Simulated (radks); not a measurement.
The numbers below are computed, except where a source is named.
Task: The dysprosium ion Dy10+, 56 electrons, occupied as [Kr] 4d10 4f8 5s2. Level of theory: Dirac Kohn-Sham, relativistic LDA (MacDonald-Vosko exchange, VWN5 correlation), spin-unpolarised, spherical densities, finite nucleus; open shells fill j = l - 1/2 first; Fermi nuclear charge, rms radius 5.2218 fm (a radial shooting solver on a logarithmic mesh with Libxc functionals).

Spin-orbit splittings of the eigenvalues, e(l+1/2) - e(l-1/2), with zeta = 2 splitting/(2l+1) and mean radii in bohr:

shell  occ.  splitting (eV)  zeta (eV)  <r> j=l-1/2  <r> j=l+1/2
2p        6           791.2      527.4      0.07459      0.08161
3p        6           164.5      109.6       0.2243       0.2376
3d       10           36.13      14.45       0.2098       0.2140
4p        6           37.33      24.89       0.5388       0.5686
4d       10               ?          ?       0.5957       0.6058
4f        8           1.116     0.3189       0.6993       0.7052
5p        0           7.790      5.194        1.228        1.281

Estimate the 4d splitting.

Result: 6.892 eV (zeta = 2.757 eV).
